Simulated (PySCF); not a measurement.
In(H)(OH)2, SMILES [InH]([OH])[OH], PBE0/def2-SVP optimised geometry.

```
6

In    -0.37    -0.28     0.00
H     -1.31    -1.70     0.00
O      1.62    -0.28     0.00
H      1.97     0.62     0.00
O     -1.01     1.62     0.00
H     -1.97     1.70     0.00
```

Density from PBE0/def2-TZVP, def2 effective core potentials past Kr (PySCF) at that geometry. The core electrons that the potentials of In replace are not part of the density.

Minimum of the electron density along straight lines between bonded atoms, close to the bond critical point (lines longer than 1.1 times the sum of covalent radii, or with two minima, are not listed):

```
bond    length / Å  ρ at the minimum / e bohr⁻³  ∇²ρ there / e bohr⁻⁵  position (fraction from the first atom)
------  ----------  ---------------------------  --------------------  ---------------------------------------
In1–H2       1.705                        0.109                  0.10                                     0.64
In1–O3       1.991                        0.114                  0.50                                     0.52
O3–H4        0.965                        0.356                 -2.36                                     0.80
In1–O5       2.001                        0.111                  0.48                                     0.52
O5–H6        0.963                        0.357                 -2.36                                     0.80
```
